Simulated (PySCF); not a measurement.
Static response to an electric field

C4H4FNO.
Numbering: `[NH2:1][C:2](=[O:3])[C:4]#[C:5][CH2:6][F:7]` (hydrogens: H8, H9 on N1; H10, H11 on C6)

Geometry (GFN2-xTB, Å), atoms numbered from 1 in this order:
```
atom  x, y, z in Å
N1    -2.4176    0.2787    0.4791
C2    -1.6039   -0.7072    0.0310
O3    -1.9895   -1.7892   -0.3453
C4    -0.2044   -0.3313    0.0498
C5     0.9823   -0.1387    0.0190
C6     2.3863    0.2094    0.0286
F7     2.5742    1.4912    0.4965
H8    -2.0580    1.1650    0.7860
H9    -3.4098    0.1128    0.5082
H10    2.9456   -0.4611    0.6925
H11    2.8004    0.1732   -0.9864
```

Level: PBE0/def2-SVPD (PySCF), static field, nuclei fixed, core orbitals frozen in the response. The polarisability tensor in these axes (au):

```
x   88.30  7.14 -1.56
y    7.14 55.68  5.37
z   -1.56  5.37 42.09
```

Give the principal values, the mean and the anisotropy Δα = √{½[(α1 − α2)² + (α2 − α3)² + (α1 − α3)²]}.

Principal values 39.91, 56.36 and 89.80 au; mean 62.02 au = 9.19 Å³ = 10.23 × 10⁻⁴⁰ C²·m²/J; Δα = 44.03 au (71 % of the mean).

What is the dipole moment, and where does it point?

(0.31, 2.11, 0.79) D, 2.27 D in size, pointing from the negative to the positive side. Measured along this direction, the outermost atoms are O3 at the negative end and F7 at the positive end.

Orientational against electronic polarisability at 500 K (dilute gas, rigid molecules)?

In Gaussian units μ²/3kT = 24.87 Å³ against 9.19 Å³, a ratio of 2.71; the Debye molar polarisation (4π/3)N_A(α + μ²/3kT) is 85.9 cm³/mol, leaving out the vibrational part.

Estimate the molar refractivity from the static electronic polarisability.

Lorentz–Lorenz: R = (4π/3)N_A α = 2.5225 cm³/(mol·Å³) × 9.19 Å³ = 23.2 cm³/mol, in the limit of long wavelengths.

What would n − 1 = 2πNα be for an ideal gas of these molecules at 500 K and 1 atm, electronic part alone?

N = p/kT = 1.4678 × 10¹⁹ cm⁻³, so n − 1 = 2π × N × 9.19 × 10⁻²⁴ cm³ = 848 × 10⁻⁶ at long wavelengths, for an ideal gas.

Find the Langevin capture rate constant for H3+ (3.023 u) meeting this molecule (101.028 u), k = 2.342 × 10⁻⁹ cm³/s × √(α in Å³ / reduced mass in u).

The reduced mass is 2.94 u, so k = 4.14 × 10⁻⁹ cm³/s. The formula leaves out the permanent dipole, which adds to the capture rate.

In TDDFT the mean static polarisability is Σ f/ω² over all singlet excitations (ω in hartree). How much of it do the 8 lowest give? Their energies (eV) and oscillator strengths: 4.98, 0.0000; 6.00, 0.0264; 6.05, 0.0000; 6.25, 0.0018; 6.43, 0.1166; 6.83, 0.0025; 7.02, 0.1497; 7.45, 0.0233.

They add up to 5.26 au, 8.5 % of the 62.02 au; the largest single term is 2.25 au, from the state at 7.02 eV. Terms in order: 0.00, 0.54, 0.00, 0.03, 2.09, 0.04, 2.25, 0.31 au. Higher excitations give the rest. The strengths listed sum to 0.320.

One conformer (not necessarily the lowest) at the GFN2-xTB geometry, without solvent, vibrations or thermal averaging.
